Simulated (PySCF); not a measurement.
Au2H8S2Si4, SMILES [Au][S][SiH2][SiH2][SiH2][SiH2][S][Au], multiplicity 1.

Geometry optimised at PBE0-D3(BJ)/def2-SVP. The multiplicity is an assumed one; other spin states were not compared. The def2 effective core potentials stand for the cores of Au; spin–orbit coupling is left out. The values are those of a single conformer.

Calculation: PBE0-D3(BJ)/def2-SVP in PySCF 2.14.0.

Frequencies are harmonic and unscaled.

Problem. List the normal modes with their intensities. (Estimate from the structure and the level; the computed values follow.)

Solution. 
```
mode  ν (cm⁻¹)  IR (km/mol)  moving atoms (share of kinetic energy)
----  --------  -----------  --------------------------------------
1            9          0.6                        Si 60 %, Au 28 %
2           14          0.4                 Si 60 %, Au 27 %, S 8 %
3           22          4.4                 S 65 %, Si 22 %, H 12 %
4           33          0.0                         Si 79 %, H 14 %
5           36          0.0                Au 68 %, Si 19 %, S 11 %
6           41          0.0                 Si 43 %, S 36 %, H 19 %
7           48          0.9                 Si 65 %, H 18 %, S 14 %
8           65          0.0                Si 40 %, S 28 %, Au 28 %
9           83          1.9                Si 49 %, S 30 %, Au 15 %
10         122          0.0                 Si 67 %, S 20 %, H 10 %
11         127          0.3                Si 76 %, Au 10 %, H 10 %
12         302         15.8                                  H 96 %
13         344          0.0                                  H 92 %
14         357          0.0                         S 81 %, Au 12 %
15         360          2.8                         S 85 %, Au 12 %
16         426          0.0                                 Si 89 %
17         431          8.9                                  H 91 %
18         432          6.2                                 Si 88 %
19         466          0.0                         Si 85 %, H 13 %
20         506        249.8                  Si 50 %, S 41 %, H 9 %
21         514          0.0                         Si 53 %, S 44 %
22         539          0.0                         H 72 %, Si 27 %
23         602        551.0                         H 84 %, Si 13 %
24         613          5.9                         H 88 %, Si 11 %
25         664          0.0                                  H 94 %
26         691          1.1                                  H 97 %
27         704          0.0                         H 86 %, Si 13 %
28         714          0.0                                  H 99 %
29         785        300.9                         H 89 %, Si 11 %
30         798          0.0                         H 87 %, Si 13 %
31         903          0.0                                  H 96 %
32         908         52.0                                  H 96 %
33         940          0.0                                  H 96 %
34         942        176.1                                  H 96 %
35        2209          0.0                                  H 98 %
36        2210          8.2                                  H 98 %
37        2212        181.8                                  H 98 %
38        2213          0.1                                  H 98 %
39        2213         43.6                                  H 96 %
40        2214          0.1                                  H 96 %
41        2219          0.0                                  H 96 %
42        2228        204.9                                  H 96 %
```
